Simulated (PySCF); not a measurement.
## Two-component Hartree-Fock for Re⁺ (rhenium, charge +1)

Start: [Xe] 4f14 5d5 6s1; 5d5/2 filled at m_j = -3/2, -1/2, +1/2, +3/2, +5/2; 6s1/2 filled at m_j = +1/2. Calculated with PySCF 2.14 in x2c-TZVPall-2c (11s11p10d2f, 108 functions): generalised Hartree-Fock with the X2C-1e Hamiltonian and a Gaussian nucleus; spin-orbit coupling (SO) screened by Boettger's factors. This is a chosen level, not necessarily the ground level.

```csv
spinor shell,electrons,"ε, screened SO (eV)",weight of nominal j (screened SO),"rms radius, screened SO (bohr)"
1s1/2,2,-72052.8,1.000,0.0204
2s1/2,2,-12639.5,1.000,0.0824
2p1/2,2,-12072.8,1.000,0.0700
2p3/2,4,-10627.4,1.000,0.0775
3s1/2,2,-2994.8,1.000,0.210
3p1/2,2,-2742.4,1.000,0.202
3p3/2,4,-2423.3,1.000,0.217
3d3/2,4,-2004.3,1.000,0.192
3d5/2,6,-1935.4,1.000,0.196
4s1/2,2,-663.88,1.000,0.468
4p1/2,2,-557.34,1.000,0.476
4p3/2,4,-482.00,1.000,0.509
4d3/2,4,-306.70,0.999,0.531
4d5/2,6,-292.27,0.999,0.543
5s1/2,2,-108.13,1.000,1.12
5p1/2,2,-74.602,0.918,1.25
4f5/2,6,-68.974,0.981,0.637
4f7/2,8,-66.355,0.986,0.638
5p3/2,4,-60.821,0.958,1.32
5d5/2,5,-19.749,0.531,1.96
6s1/2,1,-16.043,1.000,3.09
```

| quantity | screened SO |
| --- | --- |
| E (hartree) | -16700.49214 |
| M_J | 3 |
| ⟨J²⟩ | 12.008 |
| ⟨L²⟩ | 0.213 |
| ⟨S²⟩ | 11.929 |

Each row is a mean over spinors that exchange with the open shell spreads, by up to 8.408 eV (5p3/2).

Rows whose weight is well below 1 are mixtures of j = l ± 1/2: exchange outweighs spin-orbit coupling there, and the label is only the starting occupation.

Breit and QED terms are absent; they matter most for the inner s and p1/2 levels.

Densities and radii are taken from the X2C orbitals without a picture-change correction, which distorts them close to the nucleus.
